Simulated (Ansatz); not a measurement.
One geometry of the cluster Si₂Ni, several levels of theory.

```yaml
crystal:
  periodic: [false, false, false]
  atoms:
    - {symbol: Ni, position_ang: [-0.192527, 1.151572, -0.341196]}
    - {symbol: Si, position_ang: [0.300474, -0.241722, 1.182867]}
    - {symbol: Si, position_ang: [-0.107947, -0.909850, -0.841671]}
basis:
  gaussian: {orbitals: def2-TZVP, initial_orbitals: start.molden}
magnetization: {spin_polarized: true, initial_magnetization: 0}
hamiltonian: {xc: pbe0, dispersion: d4}
output: {orbitals: {seedname: orbitals}}
```

The file start.molden holds the orbitals of an earlier run on this structure, at another level or in another basis.

```sh
$ ansatz run in.yaml --threads 4 --pin off --events-out ev --progress --plain --max-ram 3916MiB
```

It prints (some lines left out):

```
Functional definition: PBE0
1074 factors; their error is unknown
mean field evaluation 1: about -56781.7268 eV, gradient 8.2e1 eV
mean field evaluation 2: about -56783.6908 eV, gradient 3.5e0 eV
mean field evaluation 4: about -56783.8722 eV, gradient 4.3e-2 eV
mean field evaluation 8: about -56784.0417 eV, gradient 2.6e-5 eV
mean field evaluation 16: about -56763.2123 eV, gradient 9.0e1 eV
mean field evaluation 32: about -56783.3367 eV, gradient 7.0e-3 eV
mean field evaluation 64: about -56783.9418 eV, gradient 6.6e-1 eV
mean field evaluation 96: about -56739.7642 eV, gradient 1.7e2 eV
mean field evaluation 128: about -56782.8367 eV, gradient 1.8e1 eV
mean field evaluation 160: about -56779.5159 eV, gradient 3.3e1 eV
mean field evaluation 192: about -56783.6571 eV, gradient 6.9e0 eV
mean field evaluation 224: about -56783.4125 eV, gradient 4.9e-1 eV
mean field evaluation 256: about -56783.4993 eV, gradient 8.3e0 eV
mean field -56784.04173696 eV, -2086.7750442272 hartree, gradient 4.6e-6 eV, S^2 1.024431; 15 other end points of the search recorded, 0 dependent functions left out
reference -56784.04176126 eV, -2086.7750451205 hartree; 28, 28 occupied and 91, 91 virtual orbitals, 1074 factors
Total energy: -56784.14402423 eV, -2086.7788032152 hartree
```

Run time 28 s (4 threads of Arm Neoverse V1 on a shared host).

As the first input, with `hamiltonian: {xc: r2scan, dispersion: d4}`, `scf: {omitted_lower_state_checks: [starts]}` (abridged; 9.5 s):

```
Functional definition: r2SCAN
mean field evaluation 16: about -56795.9623 eV, gradient 9.9e-6 eV
mean field -56795.96230997 eV, -2087.2131172056 hartree, gradient 9.9e-6 eV, S^2 1.025254
Total energy: -56795.98373907 eV, -2087.2139047103 hartree
Checks for a lower state left out: starts
```

First input, but with `hamiltonian: {xc: pbe, dispersion: d4}`, `scf: {omitted_lower_state_checks: [starts]}` (abridged; 3.4 s):

```
Functional definition: PBE
mean field -56783.99378244 eV, -2086.7732819313 hartree, gradient 9.4e-6 eV, S^2 1.009772
Total energy: -56784.11590925 eV, -2086.7777700086 hartree
Checks for a lower state left out: starts
```

Geometry: r2SCAN-D4/def2-TZVP, that of the neutral singlet.

At PBE0-D4/def2-TZVP, r2SCAN-D4/def2-TZVP, PBE-D4/def2-TZVP the unrestricted singlet has broken spin symmetry (⟨S²⟩ up to 1.03). At PBE0-D4/def2-TZVP a triplet of charge 0 lies 0.17 eV below the unrestricted singlet, which stands at the restricted singlet's geometry. The structure comes from a short search, and lower isomers may exist.
